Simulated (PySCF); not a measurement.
## Dipole response of Ir²⁺ (iridium, charge +2)

[Xe] 4f14 5d7, high-spin 4F determinant. All numbers are calculated (PySCF 2.14, the spin-free X2C one-electron Hamiltonian (Gaussian nucleus), in x2c-TZVPPall with one added diffuse shell each of s, p, d, f type (12s8p8d4f1g, 113 functions)). Coupled (time-dependent) response in atomic units; α is the mean over directions.

| method | mean α (bohr³) | C₆ (like pair) | S(−4) |
| --- | --- | --- | --- |
| BP86 | 10.86 | 70.55 | 32.29 |

S(−4) is the Cauchy moment in α(ω) = α(0) + S(−4) ω² + …

Spin-orbit coupling is absent.

α(iu) at BP86:

```json
{"u (hartree)": "0", "α(iu) (bohr³)": "10.86"}
{"u (hartree)": "0.0500", "α(iu) (bohr³)": "10.79"}
{"u (hartree)": "0.100", "α(iu) (bohr³)": "10.56"}
{"u (hartree)": "0.200", "α(iu) (bohr³)": "9.790"}
{"u (hartree)": "0.300", "α(iu) (bohr³)": "8.849"}
{"u (hartree)": "0.500", "α(iu) (bohr³)": "7.108"}
{"u (hartree)": "0.750", "α(iu) (bohr³)": "5.504"}
{"u (hartree)": "1.00", "α(iu) (bohr³)": "4.383"}
{"u (hartree)": "1.50", "α(iu) (bohr³)": "2.963"}
{"u (hartree)": "2.00", "α(iu) (bohr³)": "2.129"}
{"u (hartree)": "3.00", "α(iu) (bohr³)": "1.242"}
{"u (hartree)": "5.00", "α(iu) (bohr³)": "0.5669"}
```

For an ion, C₆ is the dispersion term alone; charge-induced terms of lower order in 1/R come first.

Spin-orbit coupling, absent here, splits the open shell strongly.
